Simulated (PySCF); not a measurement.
SMILES C(C)(C)(C)/C=C\B(O)O at its GFN2-xTB optimised geometry (Å):

```
22

C      0.7459    -1.3241     1.2375
C      1.2418    -0.5694     0.0000
C      2.7741    -0.5694     0.0000
C      0.7331    -1.2678    -1.2678
C      0.7449     0.8567     0.0000
C     -0.4982     1.2674     0.2248
B     -1.8001     0.4404     0.5625
O     -2.3378    -0.4101    -0.3400
O     -2.4801     0.6103     1.7364
H     -0.3388    -1.3673     1.2484
H      1.1320    -2.3413     1.2366
H      1.0820    -0.8269     2.1455
H      3.1576    -0.0708     0.8882
H      3.1583    -0.0544    -0.8781
H      3.1535    -1.5890    -0.0103
H      1.1045    -0.7580    -2.1542
H     -0.3521    -1.2495    -1.2901
H      1.0745    -2.3006    -1.2935
H      1.5085     1.5945    -0.2208
H     -0.6637     2.3413     0.1889
H     -3.1583    -0.8093    -0.0459
H     -2.0953     1.2189     2.3638
```

Computed with PBE/def2-SVP run with PySCF. Cells within 0.4 Å of a nucleus heavier than hydrogen are left out (blank, or x).

Map of the electron localisation function on the plane z = 0.0 Å:

```
|00000000000000000000000000000|
|00000000000000000000000000000|
|00000000000000000000000000000|
|00000000000000000000000000000|
|00000000000011000000000000000|
|00000000002788300000000000000|
|00000000007999800000000000000|
|00000000018999800167300000000|
|00000000006999800799810000000|
|00000000003899514999910000000|
|0000000012464x656999700000000|
|000000012388xx86x898100000000|
|000000134269758xx361001000000|
|00000026842774556851244310000|
|00001347884220169866556520000|
|00016887x87200043xx94x1520000|
|00038998787200044xx95x2520000|
|00038997675000025546689971000|
|00006874242000002221699995000|
|00000210000000000000499997100|
|00000000000000000000189995000|
|00000000000000000000028861000|
|00000000000000000000000100000|
|00000000000000000000000000000|
|00000000000000000000000000000|
|00000000000000000000000000000|
|00000000000000000000000000000|
|00000000000000000000000000000|
|00000000000000000000000000000|
```
Scale: ten equal steps from 0.000 (start of '0') to 1.000 (end of '9'), in the order '0123456789'; x runs from -5.50 to 5.50, y from -5.50 (bottom) to 5.50 (top).
